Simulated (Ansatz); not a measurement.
Breaking a bond: GeH, doublet.

Computed with: ROHF/cc-pVTZ (Ansatz, a quantum-chemistry and plane-wave program); UHF/cc-pVTZ (Ansatz); UMP2 = MP2 on UHF/cc-pVTZ, cores with 3d frozen (Ansatz); UCCSD = CCSD on UHF/cc-pVTZ, cores with 3d frozen run with Ansatz; UCCSD(T) = Ansatz with CCSD(T) on UHF/cc-pVTZ, cores with 3d frozen; UCCSDT = CCSDT on UHF/cc-pVTZ, cores with 3d frozen (Ansatz); UCCSDT(Q) = CCSDT(Q) on UHF/cc-pVTZ, cores with 3d frozen (Ansatz); UKS-PBE = unrestricted PBE/cc-pVTZ in Ansatz; UKS-PBE0 = unrestricted PBE0/cc-pVTZ (Ansatz); FCI = full CI/cc-pVTZ, cores with 3d frozen run with Ansatz.

All curves are set to zero at 1.60 Å and compared with full CI in the same basis at 1.60, 1.64, 1.68, 1.77, 1.88, 2.00, 2.16, 2.39, 2.63, 2.86, 3.23, 3.58, 3.87, 4.31, 4.76, 5.67, 6.46 Å.

Q: Which method stays most parallel to full CI over these points, and which least?

A: UCCSDT(Q) has the smallest spread and UHF the largest. In order (kJ/mol): UCCSDT(Q) 1.40, UCCSDT 2.13, UCCSD(T) 9.23, UKS-PBE 9.83, UCCSD 14.45, UKS-PBE0 15.31, UMP2 55.98, ROHF 84.88, UHF 101.23.

Errors against full CI at some of the points (kJ/mol):

```csv
method,2.00 Å,2.39 Å,3.23 Å,3.87 Å,6.46 Å
UCCSDT(Q),0.0,0.2,-0.2,-0.2,-1.2
UCCSDT,0.1,0.5,0.6,0.0,-1.2
UCCSD(T),0.5,3.2,6.2,0.7,-1.5
UKS-PBE,-5.9,-6.4,1.4,2.7,2.6
UCCSD,1.9,7.5,6.2,-0.9,-3.2
UKS-PBE0,2.7,10.5,5.0,0.3,-1.1
UMP2,8.6,37.0,-4.0,-16.1,-19.0
ROHF,12.3,32.4,84.9,65.7,61.1
UHF,11.9,3.7,-66.6,-81.8,-85.6
```

The unrestricted determinant behind UHF, UMP2, UCCSD, UCCSD(T), UCCSDT, UCCSDT(Q) is spin-contaminated at 2.16 to 6.46 Å (<S²> up to 1.8, against 0.75 for a pure doublet). The unrestricted determinant behind UKS-PBE is spin-contaminated at 2.86 to 6.46 Å (<S²> up to 1.8, against 0.75 for a pure doublet). The unrestricted determinant behind UKS-PBE0 is spin-contaminated at 2.63 to 6.46 Å (<S²> up to 1.8, against 0.75 for a pure doublet).
